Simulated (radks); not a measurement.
Numerical settings for the carbon ion C+, [He] 2s2 2p1. All-electron calculation, scalar-relativistic Kohn-Sham, r2SCAN, spin-polarised, spherical densities, finite nucleus; open shells are filled with parallel spins first; meta-GGA in the generalised Kohn-Sham scheme; Fermi nuclear charge, rms radius 2.4702 fm. Program: a radial shooting solver on a logarithmic mesh with Libxc functionals. The defaults (mesh step 0.008 in ln r, mesh end at 40 bohr or more with all orbitals vanishing there, Anderson mixing 0.5 over 9 steps, residual threshold near 1e-9 with the energy settled to 1e-9 hartree or 1e-11 of itself, here a cap of 66 iterations) give E = -37.398 hartree and 2p at -17.764 eV in 18 iterations. Run on one thread of a shared host, so times are rough (Arm Neoverse N1): 0.15 s of CPU time, 0.15 s wall, 18 iterations on 2189 mesh points. Changes against that run (0 stands for a change within the tolerance of the run):

| setting | iterations | converged | E (mhartree) | e(2p) (meV) | CPU (s) |
|---|---|---|---|---|---|
| mesh step in ln r 0.005 | 21 | yes | 0 | 0 | 0.26 |
| mesh step in ln r 0.05 | 66 | no | +0.0691 | -0.0688 | 0.13 |
| mesh step in ln r 0.2 | 66 | no | -2.33e+05 | - | 0.15 |
| mesh end (bohr) 1 | 16 | level above zero | +2e+04 | +1.67e+05 | 0.1 |
| mesh end (bohr) 2 | 17 | level above zero | +1.6e+03 | +2.26e+04 | 0.11 |
| residual threshold 0.001 | 7 | yes | 0 | -0.44 | 0.07 |
| residual threshold 1e-16 | 66 | no | 0 | 0 | 0.43 |
| mixing 0.2 | 16 | yes | 0 | 0 | 0.13 |
| linear mixing, mixing 1 | 32 | no | diverged | - | 0.27 |
| linear mixing, mixing 0.5 | 47 | no | diverged | - | 0.36 |
| mixing history 2 | 66 | no | +0.00871 | +159 | 0.42 |
| iteration cap 3 | 3 | no | +0.13 | -302 | 0.03 |

Settled on a wrong energy, with an occupied level pushed above zero by the early mesh end: mesh end (bohr) 1 (+20 hartree); mesh end (bohr) 2 (+1.6 hartree). Apart from these: no run marked as converged misses the energy by more than 1 mhartree. A mesh that ends early acts as a hard wall.
